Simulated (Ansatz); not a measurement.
`CBC(C)C` + H₂ → `BC(C)C` + CH₄ at 400 K and 1 bar (hydrogenolysis of a B–C bond).

Calculated with Ansatz (gas phase, PBE0-D4/def2-TZVP geometries, no zero-point term in ΔE). CCSD(T)/CBS adds triple-zeta CCSD(T) − MP2 to the extrapolated MP2 energy (def2 sets, frozen cores). This one scheme is used for every species. One conformer a species, not always the lowest.

| species | CCSD(T)/CBS energy (Eh) | H − E (kJ/mol) | S (J/(mol·K)) |
| --- | --- | --- | --- |
| `CBC(C)C` | -183.62972 | 408.8 | 400.2 |
| H₂ | -1.17544 | 38.0 | 139.0 |
| `BC(C)C` | -144.34943 | 326.0 | 339.5 |
| CH₄ | -40.46206 | 131.3 | 197.2 |

H − E and S are ideal-gas, rigid-rotor, harmonic terms from PBE0-D4/def2-TZVP, for one conformer and one mirror image of each species. The MP2-based limit puts H₂ 0.8 mEh under its directly extrapolated value; such offsets cancel only in part. 1 Eh = 2625.50 kJ/mol, R = 8.31446 J/(mol·K).

Question: By hand: ΔE, ΔH, ΔS and ΔG.

Answer: ΔE = (-144.34943) + (-40.46206) − (-183.62972) − (-1.17544) = -0.00633 Eh = -16.6 kJ/mol. Δ(H − E) = 326.0 + 131.3 − 408.8 − 38.0 = 10.5, so ΔH = -6.1 kJ/mol. ΔS = 339.5 + 197.2 − 400.2 − 139.0 = -2.5 J/(mol·K). ΔG = -6.1 − 400 × (-2.5)/1000 = -5.1 kJ/mol.

Question: By hand: the equilibrium constant, and the temperature at which ΔG would vanish if ΔH and ΔS stayed fixed.

Answer: log₁₀ K = −ΔG/(RT ln 10) = 0.7. ΔG = 0 at ΔH/ΔS = 2440 K, though so small a ΔH makes that figure unsure.

The number of gas molecules stays the same, so ΔS is small and ΔH decides. The sign of ΔG lies within the doubt. A doubt of 5 kJ/mol in ΔE shifts log₁₀ K by 0.7 here. Other conformers and mirror images would add mixing entropy, several J/(mol·K) or more a flexible species. Modes under 60 cm⁻¹, often nearly free rotors, make the harmonic entropy too high. These are equilibria of isolated gas molecules and say nothing of rates. Largest T1 diagnostic: 0.009 (customary marks: 0.02 for closed shells, 0.045 for open ones).
